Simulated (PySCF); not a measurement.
Open-shell species derived from `N#Cc1ccco1`. All by UKS B3LYP (pcH-1 on C H N O) in PySCF, non-relativistic with spin–orbit coupling as a perturbation, on GFN2-xTB geometries; isolated species, one conformer each; SCF stability not tested. Couplings are magnitudes for isotopes of over 50 % abundance, averaged over nuclei equivalent by connectivity (but not across a short bond from an atom whose three angles sum to over 350°); populations are Mulliken's. The geometries weren't refined by DFT: couplings that depend on bond lengths, twists or pyramidal angles can differ widely from those at the functional's own minimum, by a factor of two or more for some ions and for spin on atoms past the first row.

| species | change | ⟨S²⟩ | g1 | g2 | g3 | largest spin population on | largest couplings |
| --- | --- | --- | --- | --- | --- | --- | --- |
| N#C[C+]1[CH]C=CO1 (charge +1 and doublet state) | electron removed | 0.767 | 2.0022 | 2.0026 | 2.0035 | carbon bonded to 2 C and O (0.43) | 1 × 1H 34 MHz, 1 × 1H 8 MHz, 1 × 14N 6 MHz, 1 × 1H 4 MHz |
| N#C[C]1CC=CO1 | H added to aryl C | 0.762 | 2.0021 | 2.0036 | 2.0041 | carbon bonded to 2 C and O (0.66) | 2 × 1H 130 MHz, 1 × 14N 8 MHz, 1 × 1H 7 MHz |

(1) Predict the same entries for `N#CC1=CC[CH]O1` [radical] (H added to aryl C).

(2) How many first-order lines does each doublet give under fast tumbling, over what width, and where is its centre at 9.5 GHz?

Results:

(1) ⟨S²⟩: 0.759; g1: 2.0021; g2: 2.0027; g3: 2.0039; largest spin population on: carbon bonded to C, O and H (0.87); largest couplings: 2 × 1H 174 MHz, 1 × 1H 63 MHz, 1 × 1H 10 MHz. The Mulliken spin populations are largest on C6 (+0.87), C4 (+0.14), C5 (-0.10) and H9 (+0.07). The positive populations add up to 1.23 and the negative ones to -0.23, together 2S = 1. The angles at C6 add up to 360.0°, so it is planar; its axial dipolar tensor and the negative coupling of its proton fit spin in a p orbital normal to that plane. (Numbering: [N:1]#[C:2][C:3]1=[CH:4][CH2:5][CH:6][O:7]1 (hydrogens: H8 on C4; H9, H10 on C5; H11 on C6).)

(2) 
| species | lines | width (mT) | centre (mT) |
| --- | --- | --- | --- |
| N#CC1=CC[CH]O1 | 12 | 15.0 | 338.88 |
| N#C[C+]1[CH]C=CO1 (charge +1 and doublet state) | 24 | 2.1 | 338.91 |
| N#C[C]1CC=CO1 | 18 | 10.1 | 338.82 |

Splittings under 0.05 mT aren't counted.

The drawing needn't show where the spin sits: the atom drawn as the radical centre holds a spin population of 0.01 in N#C[C+]1[CH]C=CO1 (charge +1 and doublet state).
